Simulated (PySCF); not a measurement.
Compound: C7H11O (doublet state).
Cartesian coordinates in Å at the GFN2-xTB level; atoms count from 1:
```
atom  x, y, z in Å
C1    -0.572   -0.256   -1.924
C2    -1.015   -0.185   -0.526
O3    -2.372   -0.541   -0.366
C4    -0.721    1.225    0.085
C5     0.743    1.178    0.508
C6     1.023   -0.274    0.798
C7     2.144   -0.748    1.313
C8    -0.161   -1.098    0.394
H9    -1.259   -0.499   -2.711
H10    0.460   -0.097   -2.164
H11   -2.889   -0.120   -1.061
H12   -1.372    1.338    0.953
H13   -0.934    2.026   -0.621
H14    0.941    1.809    1.375
H15    1.390    1.521   -0.302
H16    2.290   -1.801    1.482
H17    2.957   -0.100    1.592
H18   -0.779   -1.339    1.263
H19    0.117   -2.029   -0.097
```

The hyperfine couplings belong to this conformer and change with its torsions.

Identity: `[CH2][C@]1(O)CCC(=C)C1` [radical].

Computed with PySCF 2.14.0, UKS B3LYP, pcH-1 on C H O, non-relativistic, mean-field spin-orbit, GIAO. Isolated species at its GFN2-xTB geometry (one conformer only). A GFN2-xTB geometry isn't a minimum of the functional, and hyperfine couplings can be far from their values at a DFT geometry. Stability of the SCF solution: not tested.

Predict the first-order ENDOR lines of H9/H10, H12, H18, H14, H13 and H19 under fast tumbling at B = 336.4 mT (X band).

For S = 1/2 in fast tumbling each set of equivalent nuclei gives two lines, ν± = |νn ± a/2| to first order, with νn = g_N μN B/h and μN/h = 7.62259 MHz/T.

```json
{"nuclei": "H9/H10", "isotope": "1H", "g_N": "5.5857", "νn (MHz)": "14.32", "a_iso (MHz)": "-63.27", "lower line (MHz)": "17.31", "upper line (MHz)": "45.96"}
{"nuclei": "H12", "isotope": "1H", "g_N": "5.5857", "νn (MHz)": "14.32", "a_iso (MHz)": "14.89", "lower line (MHz)": "6.88", "upper line (MHz)": "21.77"}
{"nuclei": "H18", "isotope": "1H", "g_N": "5.5857", "νn (MHz)": "14.32", "a_iso (MHz)": "10.66", "lower line (MHz)": "8.99", "upper line (MHz)": "19.65"}
{"nuclei": "H14", "isotope": "1H", "g_N": "5.5857", "νn (MHz)": "14.32", "a_iso (MHz)": "1.78", "lower line (MHz)": "13.43", "upper line (MHz)": "15.21"}
{"nuclei": "H13", "isotope": "1H", "g_N": "5.5857", "νn (MHz)": "14.32", "a_iso (MHz)": "-0.92", "lower line (MHz)": "13.86", "upper line (MHz)": "14.78"}
{"nuclei": "H19", "isotope": "1H", "g_N": "5.5857", "νn (MHz)": "14.32", "a_iso (MHz)": "-0.79", "lower line (MHz)": "13.93", "upper line (MHz)": "14.72"}
```

Which pairs are centred on the nuclear Larmor frequency, and which on half the coupling?

Centred on νn, since |a| < 2νn: H12, H18, H14, H13 and H19. Centred on |a|/2 and split by 2νn: H9/H10.

At what field would the lower line of H12 fall to zero frequency?

Where νn = |a|/2, that is B = 7.44 MHz/(5.5857 × 7.62259 MHz/T) = 175 mT, as far as first order holds there.

Means are taken over nuclei equivalent by connectivity, which assumes that they swap fast.
